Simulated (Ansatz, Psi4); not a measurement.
# Worked example: vertical ionisation energy of NaI (Sodium Iodide)

NaI has 2 atoms, charge 0, and is taken as a singlet. As SMILES, `[Na][I]`. The shape is that of a PBE0-D4/def2-TZVP optimisation.

```xyz
2

Na    0.0000    0.0000    0.0443
I     0.0000    0.0000    2.7588
```

Both states at this one shape; open shells run unrestricted unless said. 1 Eh = 27.2114 eV.

```tsv
level	program	singlet NaI (Eh)	doublet NaI+ (Eh)
SVWN5/STO-3G	Ansatz	-7006.177749	-7005.983159
wB97M-V/STO-3G	Ansatz	-7013.299010	-7013.116983
HSE06/def2-TZVP (core potential)	Psi4	-459.998651	-459.696900
```

Problem. Work out the vertical ionisation energy at each level.

Solution. 
1. SVWN5/STO-3G: -7005.983159 − (-7006.177749) = 0.194590 Eh = 5.30 eV.
2. wB97M-V/STO-3G: -7013.116983 − (-7013.299010) = 0.182027 Eh = 4.95 eV.
3. HSE06/def2-TZVP (core potential): -459.696900 − (-459.998651) = 0.301751 Eh = 8.21 eV.

No measured value is set beside it here; the levels span 4.95 to 8.21 eV. Spin-orbit coupling, which splits open shells on such heavy atoms by tenths of an eV, is left out. Minimal sets are far from the basis-set limit. All-electron rows are non-relativistic unless named.
